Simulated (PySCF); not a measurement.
# Chromium: a sound run and one with changed settings

Sound run: Cr⁺ [Ar] 3d5, Cr²⁺ [Ar] 3d4. Computed with PySCF 2.14 in cc-pVDZ-DK (6s5p3d1f, 43 functions), with the spin-free X2C one-electron Hamiltonian (Gaussian nucleus). The sound run starts from symmetry-adapted Hartree-Fock orbitals and uses a fine grid where one is needed.

Changed run: radial step 1.2 in ln r (0.13 in the sound run). This setting is unsound on purpose.

```tsv
species	method	sound run (hartree)	changed run (hartree)	converged
Cr⁺	UHF	-1049.43261	-1049.43261	yes
Cr⁺	PBE	-1050.28420	-1044.60568	yes
Cr⁺	TPSS	-1050.54318	-1044.58350	yes
Cr²⁺	UHF	-1048.87898	-1048.87898	yes
Cr²⁺	PBE	-1049.65548	-1043.82698	yes
Cr²⁺	TPSS	-1049.92593	-1043.79229	yes
```

Ionisation energy of Cr⁺:

| method | sound run (eV) | changed run (eV) |
| --- | --- | --- |
| UHF | 15.065 | 15.065 |
| PBE | 17.108 | 21.189 |
| TPSS | 16.796 | 21.530 |

A coarse radial grid mis-integrates the density and the exchange-correlation energy, with errors of either sign; Hartree-Fock needs no grid.

For comparison, NIST gives 16.486 eV between the lowest levels.
